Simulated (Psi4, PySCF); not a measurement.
Here is a job for Psi4.
```
memory 2 GB

molecule {
0 2
  Cd   -0.00000000   -0.00000000   -1.49381317
  I     0.00000000    0.00000000    1.35288740
}

set basis def2-svpd
set reference uks
set scf_type pk
set puream true
set d_convergence 1e-8
set dft_radial_points 99
set dft_spherical_points 590

energy('b3lyp5')
print_variables()
```

Problem. Write the same job for PySCF.

Solution. This is not unique; one that fits is 
```python
from pyscf import gto, scf, dft

mol = gto.M(
    atom='''
Cd   -0.00000000   -0.00000000   -1.49381317
I     0.00000000    0.00000000    1.35288740
''',
    basis='def2-svpd',
    ecp={'Cd': 'def2-svpd', 'I': 'def2-svpd'},
    spin=1,
    verbose=3,
)

mf = dft.UKS(mol)
mf.xc = 'b3lyp5'
mf.grids.atom_grid = (99, 590)
mf.grids.prune = None
mf.kernel()
```

Both were run: Psi4 gave -465.444006 Eh and PySCF -465.444004 Eh, 0.002 mEh apart.
